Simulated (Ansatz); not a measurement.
```yaml
crystal:
  periodic: [false, false, false]
  atoms:
    - {symbol: C, position_ang: [-1.523526, 0.095812, 2.413580]}
    - {symbol: N, position_ang: [-0.407893, 0.105519, 0.142728]}
    - {symbol: C, position_ang: [2.306920, -0.572296, -0.630764]}
    - {symbol: Si, position_ang: [-0.074162, -0.706496, -3.279261]}
    - {symbol: F, position_ang: [-0.262270, 2.053083, -5.039009]}
    - {symbol: H, position_ang: [-3.113199, 0.797977, 2.548272]}
    - {symbol: H, position_ang: [-0.868309, 1.584252, 3.489052]}
    - {symbol: H, position_ang: [-1.198210, -1.732219, 3.222519]}
    - {symbol: H, position_ang: [2.972508, 1.160143, -0.223974]}
    - {symbol: H, position_ang: [2.516208, -2.647334, 0.010454]}
    - {symbol: H, position_ang: [-1.308341, -2.354514, -4.485445]}
basis:
  gaussian: {orbitals: ANO-RCC-VTZP}
total_charge: -1
magnetization: {spin_polarized: true, initial_magnetization: 1}
hamiltonian: {xc: {name: SPW92}}
output: {forces: true}
```

```sh
$ ansatz run in.yaml --threads 4 --pin off --events-out ev --progress --plain --max-ram 10444MiB
```

Shortened log:

```
Functional definition: SPW92
1563 factors; their error is unknown
mean field evaluation 1: about -14159.5206 eV, gradient 2.6e1 eV
mean field evaluation 2: about -13668.5397 eV, gradient 1.8e2 eV
mean field evaluation 4: about -14138.3921 eV, gradient 6.2e1 eV
mean field evaluation 8: about -14167.1548 eV, gradient 4.4e0 eV
mean field evaluation 16: about -14167.4943 eV, gradient 2.2e-2 eV
mean field -14167.49429555 eV, -520.6458122888 hartree, gradient 2.6e-6 eV, S^2 2.545902; 12 other end points of the search recorded, 0 dependent functions left out
reference -14167.49440520 eV, -520.6458163185 hartree; 25, 24 occupied and 213, 214 virtual orbitals, 1563 factors
Total energy: -14167.49440520 eV, -520.6458163185 hartree
Relativity: scalar
Atom 0 at    -1.523526     0.095812     2.413580 Å, force    -1.100327     1.771568     1.787713 eV/Å
Atom 1 at    -0.407893     0.105519     0.142728 Å, force    -0.009882    -0.196920     0.972541 eV/Å
Atom 2 at     2.306920    -0.572296    -0.630764 Å, force    -0.397902     1.055169     0.315778 eV/Å
Atom 3 at    -0.074162    -0.706496    -3.279261 Å, force    -0.890083    -0.141324    -1.005180 eV/Å
Atom 4 at    -0.262270     2.053083    -5.039009 Å, force     0.061937    -1.074028     0.585827 eV/Å
Atom 5 at    -3.113199     0.797977     2.548272 Å, force     3.207594    -1.807632    -0.442435 eV/Å
Atom 6 at    -0.868309     1.584252     3.489052 Å, force    -0.808328    -2.562901    -1.726600 eV/Å
Atom 7 at    -1.198210    -1.732219     3.222519 Å, force    -0.553817     2.548323    -1.004850 eV/Å
Atom 8 at     2.972508     1.160143    -0.223974 Å, force    -0.759701    -2.573317    -0.348762 eV/Å
Atom 9 at     2.516208    -2.647334     0.010454 Å, force     0.049298     1.547308    -0.232163 eV/Å
Atom 10 at    -1.308341    -2.354514    -4.485445 Å, force     1.201212     1.433753     1.098132 eV/Å
Dipole moment:    -0.235435    -0.704449     0.643218 e Å
```

(1) Something in this input is off. What?

Results:

(1) The coordinates are in bohr but typed as ångström. Self-consistency was reached. The result belongs to that input, not to the molecule as meant.
